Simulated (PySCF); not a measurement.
**How methods differ on the ionisation energy of P²⁺**

P²⁺ [Ne] 3s2 3p1 (2P) → P³⁺ [Ne] 3s2 (1S), as a difference of total energies. Computed with PySCF 2.14 in aug-cc-pVTZ-DK (6s5p3d2f, 50 functions), with scalar relativity by spin-free X2C-1e. Correlated levels: valence: [Ne] frozen. The calculations carry no spin-orbit coupling.

```tsv
method	ionisation energy (eV)
UHF	29.566
CCSD (valence)	29.986
CCSD(T) (valence)	30.014
CCSDT (valence)	30.024
```

Q: Estimate what SCS-MP2 (valence) gives.

A: 29.854 eV, closest to CCSD (valence) among the rows shown.

Q: Estimate what MP2 (valence) gives.

A: 29.864 eV, closest to CCSD (valence) among the rows shown.

A first-order spin-orbit estimate (lowest level to lowest level, LS coupling) adds 0.041 eV.

Errors of the correlated levels include the incompleteness of this basis and the frozen core.

For comparison: 30.203 eV (measured; NIST Atomic Spectra Database, ionization energies).
